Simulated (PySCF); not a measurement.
# Au: excitation energy

Au [Xe] 4f14 5d10 6s1 (2S) → Au [Xe] 4f14 5d9 6s1 6p1 (high-spin determinant), as a difference of total energies. Calculation: PySCF 2.14, in aug-cc-pwCVDZ-PP with ECP60MDF (6s6p5d3f, 70 functions); a scalar-relativistic core potential. Correlated levels: valence: 5s2 5p6 frozen. The calculations carry no spin-orbit coupling.

```csv
method,excitation energy (eV)
UHF,4.764
MP2 (valence),6.492
SCS-MP2 (valence),6.473
CCSD (valence),6.079
CCSD(T) (valence),6.157
```

Problem. How much does correlation contribute at CCSD(T) (valence)?

Solution. 6.157 − (4.764) = 1.393 eV, measured against UHF.

The determinant of the upper state mixes LS terms, which raises its energy above the lowest term, most at the Hartree-Fock and MP2 levels.
